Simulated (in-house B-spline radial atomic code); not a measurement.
Checks on a self-consistent run for Ce, [Xe] (4f7/2)1 6s2 (8d5/2)1. Method: Dirac-Hartree-Fock, average of the jj configuration, Fermi nucleus of rms radius 4.8771 fm. Calculated with a radial B-spline atomic code at the basis-set limit.

| orbital | q | ε (Eh) | <1/r> | <r²> | small-component weight |
| --- | --- | --- | --- | --- | --- |
| 1s1/2 | 2 | -1495.18904 | 63.3413 | 0.000820595 | 0.046099 |
| 2s1/2 | 2 | -243.61257 | 14.9529 | 0.0129788 | 0.010037 |
| 2p1/2 | 2 | -229.40670 | 14.8941 | 0.00955668 | 0.01003 |
| 2p3/2 | 4 | -212.94095 | 13.5015 | 0.0108108 | 0.009432 |
| 3s1/2 | 2 | -54.38914 | 5.41461 | 0.0878568 | 0.0030956 |
| 3p1/2 | 2 | -48.34103 | 5.31647 | 0.0830226 | 0.0030252 |
| 3p3/2 | 4 | -45.03385 | 4.97227 | 0.0903837 | 0.0028648 |
| 3d3/2 | 4 | -34.59078 | 4.82437 | 0.0740273 | 0.0027278 |
| 3d5/2 | 6 | -33.89994 | 4.7357 | 0.0761717 | 0.002679 |
| 4s1/2 | 2 | -11.96470 | 2.22016 | 0.456786 | 0.00092926 |
| 4p1/2 | 2 | -9.61980 | 2.11393 | 0.489363 | 0.00086243 |
| 4p3/2 | 4 | -8.92030 | 2.00773 | 0.528081 | 0.00081533 |
| 4d3/2 | 4 | -4.98871 | 1.78354 | 0.632913 | 0.00066719 |
| 4d5/2 | 6 | -4.90044 | 1.7556 | 0.649828 | 0.00065317 |
| 4f7/2 | 1 | -0.79836 | 1.24607 | 1.34955 | 0.00035388 |
| 5s1/2 | 2 | -2.14939 | 0.862457 | 2.59894 | 0.00019812 |
| 5p1/2 | 2 | -1.40828 | 0.767656 | 3.25248 | 0.00016122 |
| 5p3/2 | 4 | -1.30223 | 0.731498 | 3.5342 | 0.00014946 |
| 6s1/2 | 2 | -0.36400 | 0.308959 | 18.1616 | 2.8851e-05 |
| 8d5/2 | 1 | -0.01846 | 0.0369299 | 1613.67 | 9.9778e-07 |

Electron-electron repulsion V_ee = 3203.2677 hartree.

Problem. What total energy follows from the eigenvalues?

Solution. The eigenvalues count the repulsion twice, so E = Σqε - V_ee = -5657.616 - 3203.268 = -8860.883 hartree; the run printed -8860.883.

Problem. Does the Dirac virial theorem hold?

Solution. For a point nucleus E = -2c²Σq·w, with w the small-component weight. Here Σq·w = 0.23591 and c = 137.0360, so the ratio E/(-2c²Σq·w) is 1.000085; the finite nucleus accounts for the departure from 1.

Problem. What diamagnetic shielding (Lamb formula) and susceptibility (Langevin formula) do the radii give?

Solution. σ = (α²/3)Σq<1/r> = 371.9/(3·137.036²) = 6601.4 ppm, and χ = -0.79199×10⁻⁶·Σq<r²> = -1338×10⁻⁶ cm³/mol with Σq<r²> = 1689.2 bohr². Both are non-relativistic formulas without the paramagnetism of open shells; for so heavy an element the full relativistic shielding is larger by tens of per cent.
